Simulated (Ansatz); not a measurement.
CH$_{2}$FGaO. The species carries charge 0 and has multiplicity 1. The bonds changed during the relaxation, so this is another structure than the one it started from.

```
atom   x (Å)   y (Å)   z (Å)
  F1  -0.043   0.698  -1.167
  C2   0.480  -0.127  -0.155
  O3  -0.426  -0.288   0.829
 Ga4  -2.128   0.419   0.941
  H5   0.729  -1.077  -0.646
  H6   1.389   0.376   0.198
```

(1) What are the harmonic wavenumbers in cm⁻¹ at PBE0-D4/def2-TZVP (Ansatz, finite differences of forces, unscaled)? (Best estimate.)

(2) Is this a minimum?

(3) Give the ideal-gas thermochemistry at 298.15 K and 1 bar (rigid rotor, harmonic oscillator; point group Cs, symmetry number 1).

## Answers

(1) The calculation gave: 61, 116, 505, 574, 964, 1161, 1230, 1252, 1427, 1534, 3010, 3057.

(2) Yes, all 12 modes are real.

(3) Zero-point energy 89.1 kJ/mol; H(298) − E = 104.3 kJ/mol; entropy 313.8 J/(mol·K), of which translation 168.4, rotation 107.8, vibration 37.6; G(298) − E = 10.7 kJ/mol. Modes under 100 cm⁻¹ are hindered rotations or soft bends, so the harmonic entropy is rough.
